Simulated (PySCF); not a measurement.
Compound: C₃H₁₄OSi₃.
SMILES with atom numbers: `[CH3:1][CH:2]([CH3:3])[Si@@H:4]([SiH3:5])[O:6][SiH3:7]` (hydrogens: H8, H9, H10 on C1; H11 on C2; H12, H13, H14 on C3; H15 on Si4; H16, H17, H18 on Si5; H19, H20, H21 on Si7)

Geometry (PBE0-D3(BJ)/def2-SVP, Å), atoms numbered from 1 in this order:
```
atom  x, y, z in Å
C1    -0.8540   -1.9415   -0.1050
C2    -0.9792   -0.4800    0.3230
C3    -2.3913    0.0602    0.0975
Si4    0.2881    0.6024   -0.5727
Si5    0.2337    2.8226    0.1913
O6     1.8359    0.0410   -0.3216
Si7    2.9084   -0.9628    0.4309
H8    -1.0600   -2.0615   -1.1817
H9    -1.5734   -2.5766    0.4391
H10    0.1504   -2.3509    0.0848
H11   -0.7419   -0.4061    1.4010
H12   -2.6508    0.0733   -0.9744
H13   -3.1409   -0.5704    0.6039
H14   -2.5135    1.0861    0.4798
H15    0.0060    0.5432   -2.0437
H16   -1.0973    3.4613   -0.0604
H17    0.4897    2.8450    1.6672
H18    1.2860    3.6452   -0.4820
H19    2.5284   -1.1558    1.8649
H20    4.2685   -0.3567    0.3617
H21    2.9328   -2.2989   -0.2387
```

Computed with core-valence-separated Tamm–Dancoff BHandHLYP/aug-pcX-1 (pcseg-1 on H, def2-SVPD on Si) in PySCF, non-relativistic, gas phase, PBE0-D3(BJ)/def2-SVP geometry. No empirical shift is added; at this level the pattern usually sits a few eV under experiment.

(1) What does the O 1s absorption edge look like?

(2) List the carbon K-edge absorption lines.

Answers

(1) 
```csv
E (eV),f,core hole on,main final orbital
532.14,0.0016,O6,LUMO (71 %)
533.41,0.0270,O6,LUMO+7 (37 %)
533.76,0.0043,O6,LUMO+4 (31 %)
534.02,0.0175,O6,spread
534.08,0.0111,O6,spread
534.26,0.0023,O6,spread
534.48,0.0026,O6,spread
```

The first line with a tenth or more of the strongest one's intensity is at 533.41 eV (f = 0.027), with the hole on O6 (siloxane oxygen). It is also the strongest listed.

(2) 
```tsv
E (eV)	f	core hole on	main final orbital
285.43	0.0071	C3	LUMO+1 (76 %)
285.46	0.0100	C1	LUMO (33 %)
285.49	0.0162	C2	spread
285.86	0.0042	C2	LUMO (52 %)
286.12	0.0242	C1	spread
286.13	0.0273	C3	spread
286.20	0.0040	C2	LUMO+4 (31 %)
286.22	0.0364	C1	spread
286.24	0.0340	C3	LUMO+5 (31 %)
286.41	0.0101	C3	LUMO (58 %)
286.56	0.0097	C1	spread
286.62	0.0061	C2	LUMO+2 (32 %)
286.73	0.0045	C1	spread
286.77	0.0023	C3	LUMO+3 (32 %)
286.80	0.0056	C2	LUMO+2 (34 %)
```

The first line with a tenth or more of the strongest one's intensity is at 285.43 eV (f = 0.007), with the hole on C3 (methyl carbon). The strongest listed is at 286.22 eV (f = 0.036; C1).

Roots within 0.03 eV whose holes lie on the same, on equivalent or on shared atoms are summed into one line, and the highest roots are left out, as the search may have cut off their partners. Final orbitals are the ground state's empty Kohn–Sham orbitals.

Problem. What is the summed oscillator strength of the listed O K lines, and their intensity-weighted mean energy?

Solution. Σf = 0.066 over 7 lines from 532.14 to 534.48 eV; the weighted mean is 533.75 eV. The strongest line holds 41 % of the sum.

The ionisation thresholds weren't computed; near and above them a finite basis only mimics Rydberg series and continuum.

Time: 29 s of wall time; peak memory 1.2 GiB. Hardware: Arm Neoverse V2, one thread, no GPU, on a shared host.

One conformer stands for the species.
